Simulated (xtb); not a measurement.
Cl$_{5}$Sb, charge +1, doublet, from a rough starting geometry (a state made from the parent by changing its charge; the spin is typed, not shown lowest); GFN2-xTB (xtb).

Here is a job for xtb.
```
$ xtb mol.xyz --gfn 2 --chrg 1 --uhf 1 --opt vtight --json

# file mol.xyz
6

Sb     0.05346059     0.01749053     0.03327594
Cl     2.00150919    -0.40182812    -1.23812580
Cl     1.00112997    -1.00328348     1.88712972
Cl    -1.04874517     1.05002744    -1.92443611
Cl    -1.72203001    -1.66076278     0.00948296
Cl    -0.29891222     1.98320648     1.19044923
```

Task: What does xtb print? Leave out banner, timings and long lists.

Result: 
```
   ID    Z sym.   atoms
    1   51 Sb     1
    2   17 Cl     2-6

           -------------------------------------------------
          |                Calculation Setup                |
           -------------------------------------------------

           -------------------------------------------------
          |                 G F N 2 - x T B                 |
           -------------------------------------------------

          ...................................................
          :                      SETUP                      :
          :.................................................:
          :  # basis functions                  60          :
          :  # atomic orbitals                  54          :
          :  # shells                           18          :
          :  # electrons                        39          :
          :  max. iterations                   250          :
          :  Hamiltonian                  GFN2-xTB          :
          :  restarted?                      false          :
          :  GBSA solvation                  false          :
          :  PC potential                    false          :
          :  electronic temp.          300.0000000     K    :
          :  accuracy                    1.0000000          :
          :  -> integral cutoff          0.2500000E+02      :
          :  -> integral neglect         0.1000000E-07      :
          :  -> SCF convergence          0.1000000E-05 Eh   :
          :  -> wf. convergence          0.1000000E-03 e    :
          :  Broyden damping             0.4000000          :
          :  net charge                          1          :
          :  unpaired electrons                  1          :
          ...................................................

 iter      E             dE          RMSdq      gap      omega  full diag
   1    -24.3526288 -0.243526E+02  0.883E+00    2.99       0.0  T
   2    -24.2608248  0.918041E-01  0.773E+00    3.35       1.0  T
   3    -24.4937677 -0.232943E+00  0.489E+00    2.77       1.0  T
   4    -24.4524868  0.412808E-01  0.516E+00    2.97       1.0  T
   5    -24.4993184 -0.468316E-01  0.482E+00    3.01       1.0  T
   6    -24.5415548 -0.422364E-01  0.340E+00    3.14       1.0  T
   7    -24.5649407 -0.233859E-01  0.213E+00    3.21       1.0  T
   8    -24.5714228 -0.648213E-02  0.133E+00    3.27       1.0  T
   9    -24.5589704  0.124525E-01  0.180E+00    3.26       1.0  T
[...]
         :: total energy             -24.572083397738 Eh    ::
 * total energy  :   -24.5720834 Eh     change       -0.6576713E-09 Eh
 * total energy  :   -24.5746683 Eh     change       -0.2584920E-02 Eh
 * total energy  :   -24.5751145 Eh     change       -0.4461973E-03 Eh
 * total energy  :   -24.5753068 Eh     change       -0.1922554E-03 Eh
 * total energy  :   -24.5753286 Eh     change       -0.2179381E-04 Eh
 * total energy  :   -24.5753314 Eh     change       -0.2805880E-05 Eh
 * total energy  :   -24.5753345 Eh     change       -0.3114623E-05 Eh
 * total energy  :   -24.5753350 Eh     change       -0.5456139E-06 Eh
 * total energy  :   -24.5753353 Eh     change       -0.2746216E-06 Eh
 * total energy  :   -24.5753353 Eh     change       -0.2770898E-07 Eh
   *** GEOMETRY OPTIMIZATION CONVERGED AFTER 10 ITERATIONS ***
         :: total energy             -24.575335334084 Eh    ::
[...]
     1  51 Sb       4.063     0.309   362.092    36.225
     2  17 Cl       0.821     0.139    95.043    14.914
     3  17 Cl       0.808     0.137    95.076    14.916
     4  17 Cl       0.808     0.137    95.077    14.916
     5  17 Cl       0.821     0.139    95.046    14.914
     6  17 Cl       0.821     0.139    95.040    14.914

 Mol. C6AA /au·bohr⁶  :       4558.964889
 Mol. C8AA /au·bohr⁸  :     259823.968367
 Mol. α(0) /au        :        110.799198

Wiberg/Mayer (AO) data.
largest (>0.10) Wiberg bond orders for each atom

 ---------------------------------------------------------------------------
     #   Z sym  total        # sym  WBO       # sym  WBO       # sym  WBO
 ---------------------------------------------------------------------------
     1  51 Sb   4.707 --     2 Cl   1.020     5 Cl   1.020     6 Cl   1.019
                             4 Cl   0.824     3 Cl   0.823
     2  17 Cl   1.475 --     1 Sb   1.020     4 Cl   0.133     3 Cl   0.133
     3  17 Cl   1.243 --     1 Sb   0.823     6 Cl   0.134     2 Cl   0.133
                             5 Cl   0.133
     4  17 Cl   1.244 --     1 Sb   0.824     6 Cl   0.134     2 Cl   0.133
                             5 Cl   0.133
     5  17 Cl   1.474 --     1 Sb   1.020     4 Cl   0.133     3 Cl   0.133
     6  17 Cl   1.474 --     1 Sb   1.019     4 Cl   0.134     3 Cl   0.134
 ---------------------------------------------------------------------------

Topologies differ in total number of bonds
Writing topology from bond orders to xtbtopo.mol

molecular dipole:
                 x           y           z       tot (Debye)
 q only:       -0.004      -0.004      -0.013
   full:       -0.004      -0.004      -0.013       0.037
molecular quadrupole (traceless):
                xx          xy          yy          xz          yz          zz
 q only:       -0.434      -0.502      -0.412       0.931      -0.934       0.846
  q+dip:       -0.313      -0.359      -0.285       0.657      -0.657       0.598
   full:       -0.061      -0.066      -0.042       0.113      -0.106       0.104

optimized geometry written to: xtbopt.xyz

           -------------------------------------------------
          | TOTAL ENERGY              -24.575335334084 Eh   |
          | GRADIENT NORM               0.000102877005 Eh/α |
          | HOMO-LUMO GAP               3.387155563900 eV   |
           -------------------------------------------------

normal termination of xtb
```
